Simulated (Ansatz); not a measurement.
C₆SO₃F₅, that is pentafluorobenzenesulfonate with one electron fewer. Charge 0, multiplicity 2. Geometry PBE-D4/def2-SVP; atoms count from 1.

```
atom   x (Å)   y (Å)   z (Å)
  O1   2.186  -0.967   2.120
  S2   1.320  -1.736   1.164
  O3   2.081  -2.540   0.173
  O4   0.300  -2.525   1.935
  C5   0.376  -0.485   0.255
  C6   0.399  -0.349  -1.143
  F7   1.124  -1.133  -1.929
  C8  -0.370   0.657  -1.768
  F9  -0.346   0.783  -3.090
 C10  -1.163   1.527  -1.000
 F11  -1.883   2.470  -1.597
 C12  -1.193   1.398   0.399
 F13  -1.941   2.218   1.130
 C14  -0.424   0.394   1.014
 F15  -0.465   0.287   2.336
```

(1) Estimate the Mulliken populations from the PBE0/def2-SVP orbitals of Ansatz.

(2) Where does the spin sit?

(3) And the Mayer bond orders between heavy atoms (over 0.3)?

Results:

(1) 
```tsv
atom	charge (e)	spin (α − β)
O1	-0.31	0.45
S2	1.00	-0.19
O3	-0.34	0.29
O4	-0.31	0.45
C5	-0.29	0.01
C6	0.25	-0.01
F7	-0.15	0.00
C8	0.16	0.00
F9	-0.17	0.00
C10	0.19	0.00
F11	-0.16	0.00
C12	0.17	0.00
F13	-0.16	0.00
C14	0.27	-0.01
F15	-0.16	0.00
```
Mulliken values depend strongly on the basis.

(2) Summed by element: O 1.19, S -0.19, C 0.00, F 0.00, of 1 unpaired in all. Largest on single atoms: O1 0.45, O4 0.45, O3 0.29.

(3) O1–S2 1.49 (1.50 Å); S2–O3 1.64 (1.49 Å); S2–O4 1.49 (1.50 Å); S2–C5 0.82 (1.81 Å); C5–C6 1.39 (1.40 Å); C5–C14 1.32 (1.41 Å); C6–F7 1.15 (1.33 Å); C6–C8 1.29 (1.41 Å); C8–F9 1.13 (1.33 Å); C8–C10 1.28 (1.41 Å); C10–F11 1.14 (1.33 Å); C10–C12 1.26 (1.40 Å); C12–F13 1.13 (1.33 Å); C12–C14 1.31 (1.41 Å); C14–F15 1.15 (1.33 Å).
